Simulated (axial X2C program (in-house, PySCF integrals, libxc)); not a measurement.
Outer orbitals of ZnGa at 2.688 Å, HF

Calculated with an in-house all-electron X2C program for linear molecules (integrals from PySCF). Spin-free means the one-electron spin-free X2C Hamiltonian; two-component (2c) means X2C with spin–orbit coupling and atomic mean-field two-electron Coulomb and Gaunt terms, so the difference of the two also holds small scalar two-electron terms. Basis: Ga dyall-cv3z [9s9p7d4f1g], Zn dyall-cv3z [9s10p6d3f2g] (cores contracted in-house); Gaussian nuclei, density fitting, unrestricted open shells. Masses: Ga 68.926 u, Zn 63.929 u.

The distance is close to the 2c PBE0 minimum; the highest filled and lowest empty levels are listed.

Spin-free orbitals, state M_S = 1/2, Λ = 1 (beyond evenly filled blocks: π+α) (Löwdin shares):

```tsv
symmetry	occupied	ε (eV)	atomic character
σα	yes	-31.54	100% Ga d
σβ	yes	-31.53	100% Ga d
π+α	yes	-31.51	100% Ga d
π+β	yes	-31.50	100% Ga d
π-β	yes	-31.50	100% Ga d
δ+α	yes	-31.50	100% Ga d
π-α	yes	-31.50	100% Ga d
δ-α	yes	-31.47	100% Ga d
δ+β	yes	-31.46	100% Ga d
δ-β	yes	-31.46	100% Ga d
π+α	yes	-21.37	100% Zn d
σβ	yes	-21.37	100% Zn d
σα	yes	-21.36	99% Zn d
δ+β	yes	-21.35	100% Zn d
δ-β	yes	-21.35	100% Zn d
δ+α	yes	-21.34	100% Zn d
δ-α	yes	-21.34	100% Zn d
π-β	yes	-21.34	100% Zn d
π+β	yes	-21.34	100% Zn d
π-α	yes	-21.33	100% Zn d
σα	yes	-13.50	72% Ga s, 17% Zn s, 9% Zn p
σβ	yes	-11.74	67% Ga s, 24% Zn s, 6% Zn p
σα	yes	-8.12	48% Zn s, 33% Ga p, 13% Ga s
σβ	yes	-7.95	54% Zn s, 16% Ga s, 14% Ga p
π+α	yes	-5.66	85% Ga p, 13% Zn p
π-α	no	0.10	61% Ga p, 38% Zn p
σα	no	0.33	40% Zn p, 31% Ga p, 24% Zn s
σβ	no	0.54	49% Ga p, 36% Zn p, 9% Zn s
π-β	no	0.62	63% Zn p, 36% Ga p
π+β	no	0.62	63% Zn p, 36% Ga p
```

Spinors with spin–orbit coupling (state Ω = 1/2):

| ω | occupied | ε (eV) | atomic character | λ mixture |
| --- | --- | --- | --- | --- |
| -1/2 | yes | -31.32 | 100% Ga d | 58% σ, 42% π |
| -5/2 | yes | -31.31 | 100% Ga d | 100% δ |
| -3/2 | yes | -31.31 | 100% Ga d | 81% π, 19% δ |
| 1/2 | yes | -31.31 | 100% Ga d | 59% σ, 41% π |
| 5/2 | yes | -31.30 | 100% Ga d | 100% δ |
| 3/2 | yes | -31.30 | 100% Ga d | 80% π, 20% δ |
| -3/2 | yes | -21.48 | 100% Zn d | 82% δ, 18% π |
| 1/2 | yes | -21.48 | 100% Zn d | 60% π, 40% σ |
| 3/2 | yes | -21.48 | 100% Zn d | 82% δ, 18% π |
| -1/2 | yes | -21.47 | 100% Zn d | 58% π, 42% σ |
| 1/2 | yes | -21.10 | 100% Zn d | 60% σ, 40% π |
| 5/2 | yes | -21.07 | 100% Zn d | 100% δ |
| -5/2 | yes | -21.07 | 100% Zn d | 100% δ |
| -1/2 | yes | -21.05 | 100% Zn d | 58% σ, 42% π |
| 3/2 | yes | -21.05 | 100% Zn d | 82% π, 18% δ |
| -3/2 | yes | -21.05 | 100% Zn d | 82% π, 18% δ |
| -1/2 | yes | -13.32 | 72% Ga s, 16% Zn s, 9% Zn p | 100% σ |
| 1/2 | yes | -11.97 | 68% Ga s, 22% Zn s, 6% Zn p | 100% σ |
| 1/2 | yes | -8.09 | 52% Zn s, 20% Ga p, 14% Ga s | 97% σ, 3% π |
| -1/2 | yes | -7.99 | 48% Zn s, 33% Ga p, 13% Ga s | 100% σ |
| 1/2 | yes | -5.73 | 76% Ga p, 18% Zn p, 4% Zn s | 82% π, 18% σ |
| -3/2 | no | 0.14 | 62% Ga p, 37% Zn p | 100% π |
| -1/2 | no | 0.37 | 45% Zn p, 36% Ga p, 16% Zn s | 61% σ, 39% π |
| 1/2 | no | 0.55 | 50% Ga p, 38% Zn p, 7% Zn s | 82% σ, 18% π |
| 3/2 | no | 0.57 | 59% Zn p, 40% Ga p | 100% π |

**Question.** How does the gap between the highest filled and lowest empty level change from the spin-free to the 2c table?

**Answer.** From 5.76 to 5.87 eV at HF, a change of 0.11 eV.

Mulliken charges and populations of the two-component result (they depend on the basis, above all on diffuse functions):

Ga -0.09 e (s 7.93 p 13.14 d 10.03), Zn 0.09 e (s 7.69 p 12.22 d 10.00). ⟨Lz⟩ = 0.85 ħ and ⟨Sz⟩ = -0.35 ħ (-0.40 and 0.06 on the two atoms), which add up to Ω.

The state is a single determinant with fixed occupations, the lowest that a limited PBE0 search found. PBE0 can misorder states that lie within some tenths of an eV, so this need not be the ground state of the molecule. The nearest other spin-free determinant of the search, M_S = 1/2, Λ = 0, lies 0.30 eV up at the distance of the search. The determinant is spin-polarised beyond a pure state at some levels (its spin-free form has ⟨S²⟩ too high), which makes Re and μ there less reliable.
